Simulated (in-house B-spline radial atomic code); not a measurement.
The numbers below are computed, except where a source is named.
# Making a Troullier-Martins d channel for Cr, r_c = 2.52 bohr

Cr, [Ar] 3d5 4s1, non-relativistic PBE, spherical and spin-unpolarised, from an all-electron radial atomic-structure program (B-spline basis) (atomic units). The all-electron 3d level is ε = -0.110058 hartree and its outer maximum at 0.84 bohr.

Inside r_c the pseudo-orbital is u(r) = r^3 exp(p(r)), with p = c0 + c2 r² + c4 r⁴ + … + c12 r¹². The seven coefficients follow from p and its first four derivatives at r_c, from zero curvature of the screened potential at the origin, c4 = −c2²/(2l + 5), and from the norm inside r_c. At r_c the all-electron orbital has P = 0.3646704, P' = -0.1921592, the screened potential V = -0.4238847, V' = 0.3410813, V'' = -0.4845567, and the norm inside is Q = 0.8692262.

Question: What are p, p' and p'' at r_c?

Answer: p = ln(P/r_c^3) = ln(0.3646704/16.003) = -3.78154. p' = P'/P − 3/r_c = -0.52694 − 1.19048 = -1.71742. The radial equation gives p'' = 2(V − ε) − 2(3) p'/r_c − p'² = -0.62765 − (-4.08908) − 2.94951 = 0.51192. Differentiating, p''' = 2V' + 2(3)p'/r_c² − 2(3)p''/r_c − 2p'p'' = -0.40099, and p'''' = 2V'' − 4(3)p'/r_c³ + 4(3)p''/r_c² − 2(3)p'''/r_c − 2p''² − 2p'p''' = 0.33933.

For a trial c2 the five matching conditions are linear in c0, c6, c8, c10 and c12, and c2 is varied until the norm inside r_c equals Q. The root nearest zero gives:

```csv
n,c_n
0,1.131167
2,-1.189596
4,-0.1572375
6,0.1120289
8,-0.02115454
10,0.001797207
12,-5.892541e-05
```

Question: Check c4 and p(r_c), and find the screened pseudopotential at the origin.

Answer: −c2²/9 = -0.157237, as listed. The terms c_n r_c^n are 1.13117, -7.55441, -6.34101, 28.69017, -34.40392, 18.56109, -3.86464, which sum to -3.78154. Inverting the radial equation, V_l(r) = ε + 3 p'/r + (p'' + p'²)/2, so V_l(0) = ε + (2l + 3) c2 = -0.110058 + 7 × (-1.1896) = -8.4372 hartree, finite where the all-electron potential diverges.

Orbitals and screened potentials:

```
r (bohr)       P        u  V all-electron  V pseudo
   0.252  0.2876  0.04596          -47.91    -8.417
    0.63  0.7564   0.4746          -9.904     -7.77
   1.008  0.7846   0.8877          -3.593     -5.38
   1.386  0.6708   0.8147          -1.676    -2.194
   1.764  0.5487   0.5902         -0.9381   -0.4446
   2.142  0.4463   0.4487         -0.5991   -0.3322
    2.52  0.3647   0.3647         -0.4239   -0.4239
```

Logarithmic derivatives P'/P at R = 2.82 bohr, for energies E around ε:

```
E − ε (hartree)  all-electron     pseudo
           -0.5       1.10344    1.14075
          -0.25      0.770779     0.8077
           -0.1       0.36061   0.383616
              0     -0.516572  -0.516575
            0.1       6.93683    10.7385
           0.25       1.36994    1.63847
            0.5      0.680941    0.92325
```
